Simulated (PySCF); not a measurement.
**S (sulfur, neutral) across methods**

[Ne] 3s1 3p5, high-spin 3P determinant (an excited configuration). Computed with PySCF 2.14 in def2-TZVPPD, with no relativity, point nucleus.

```json
{"method": "r2SCAN", "E (hartree)": "-397.7134", "mean ε 3s α (eV)": "-19.896", "mean ε 3p α (eV)": "-8.888", "mean ε 3p β (eV)": "-6.667", "Σ⟨r²⟩ (bohr²)": "30.21", "⟨S²⟩": "2.014"}
{"method": "PBE0", "E (hartree)": "-397.5933", "mean ε 3s α (eV)": "-21.337", "mean ε 3p α (eV)": "-9.854", "mean ε 3p β (eV)": "-7.530", "Σ⟨r²⟩ (bohr²)": "30.20", "⟨S²⟩": "2.009"}
{"method": "LDA", "E (hartree)": "-396.3633", "mean ε 3s α (eV)": "-18.726", "mean ε 3p α (eV)": "-8.398", "mean ε 3p β (eV)": "-6.682", "Σ⟨r²⟩ (bohr²)": "30.37", "⟨S²⟩": "2.006"}
{"method": "PBE", "E (hartree)": "-397.5740", "mean ε 3s α (eV)": "-18.764", "mean ε 3p α (eV)": "-8.351", "mean ε 3p β (eV)": "-6.604", "Σ⟨r²⟩ (bohr²)": "30.26", "⟨S²⟩": "2.006"}
{"method": "BHandHLYP", "E (hartree)": "-397.7249", "mean ε 3s α (eV)": "-23.698", "mean ε 3p α (eV)": "-11.137", "mean ε 3p β (eV)": "-8.345", "Σ⟨r²⟩ (bohr²)": "30.42", "⟨S²⟩": "2.013"}
{"method": "TPSSh", "E (hartree)": "-397.7538", "mean ε 3s α (eV)": "-20.176", "mean ε 3p α (eV)": "-9.101", "mean ε 3p β (eV)": "-6.972", "Σ⟨r²⟩ (bohr²)": "30.13", "⟨S²⟩": "2.008"}
{"method": "LC-wPBE", "E (hartree)": "-397.6096", "mean ε 3s α (eV)": "-24.637", "mean ε 3p α (eV)": "-12.688", "mean ε 3p β (eV)": "-10.188", "Σ⟨r²⟩ (bohr²)": "29.91", "⟨S²⟩": "2.007"}
{"method": "UHF", "E (hartree)": "-397.08088", "mean ε 3s α (eV)": "-28.559", "mean ε 3p α (eV)": "-13.855", "mean ε 3p β (eV)": "-9.062", "Σ⟨r²⟩ (bohr²)": "31.09", "⟨S²⟩": "2.041"}
```

Q: Estimate the same row for wB97X-V.

A: E (hartree) = -397.6605; mean ε 3s α (eV) = -24.098; mean ε 3p α (eV) = -12.208; mean ε 3p β (eV) = -9.862; Σ⟨r²⟩ (bohr²) = 30.24; ⟨S²⟩ = 2.008.
